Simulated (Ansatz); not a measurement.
H$_{9}$NO$_{2}$Si$_{3}$ (`N[Si](O)([SiH3])O[SiH3]`), relaxed with RKS PBE0-D4/def2-TZVP in Ansatz 0.2.0 from a GFN2-xTB geometry. The force threshold is 0.005 eV/Å; the program also tests the step.

The species carries charge 0 and has multiplicity 1.

Start:

```xyz
15

N     0.640   -1.153    1.400
Si    0.676    0.055    0.155
O     1.752    1.186    0.605
Si    1.244   -0.463   -2.000
O    -0.834    0.676    0.153
Si   -2.370    0.825    0.617
H     1.492   -1.649    1.606
H    -0.133   -1.799    1.404
H     1.705    1.586    1.472
H     0.287   -1.386   -2.633
H     2.539   -1.161   -2.062
H     1.356    0.682   -2.910
H    -2.970    1.684   -0.400
H    -2.978   -0.509    0.641
H    -2.406    1.425    1.952
```

```tsv
step	energy (eV)	largest force (eV/Å)	largest move (Å)
1	-29355.4601	1.223	0.000
2	-29355.5708	0.448	0.109
3	-29355.5827	0.217	0.053
4	-29355.5874	0.202	0.086
5	-29355.5917	0.157	0.083
6	-29355.5938	0.098	0.059
7	-29355.5970	0.020	0.068
8	-29355.5980	0.146	0.195
9	-29355.6000	0.064	0.026
10	-29355.6001	0.198	0.046
11	-29355.6036	0.016	0.065
13 (rejected)	-29355.6047	0.124	0.055
15	-29355.6059	0.042	0.033
17	-29355.6064	0.040	0.013
19	-29355.6071	0.033	0.019
21	-29355.6073	0.027	0.009
23	-29355.6075	0.012	0.009
25	-29355.6076	0.009	0.013
27	-29355.6076	0.007	0.014
29	-29355.6077	0.010	0.008
31	-29355.6077	0.014	0.012
33	-29355.6077	0.005	0.003
34	-29355.6077	0.005	0.007
```

End:

```xyz
15

N     0.531   -1.234    1.220
Si    0.579    0.030    0.060
O     1.560    1.207    0.645
Si    1.415   -0.472   -2.062
O    -0.973    0.508   -0.136
Si   -2.325    0.887    0.706
H     1.391   -1.633    1.564
H    -0.193   -1.933    1.168
H     1.452    1.441    1.570
H     0.567   -1.524   -2.690
H     2.802   -1.004   -1.960
H     1.427    0.716   -2.957
H    -3.261    1.589   -0.206
H    -2.974   -0.348    1.220
H    -1.998    1.770    1.857
```

Run time 72 s (2 threads of an AMD EPYC 7R13 on a shared host and a share of an NVIDIA H100 80 GB); peak host memory 0.89 GiB.
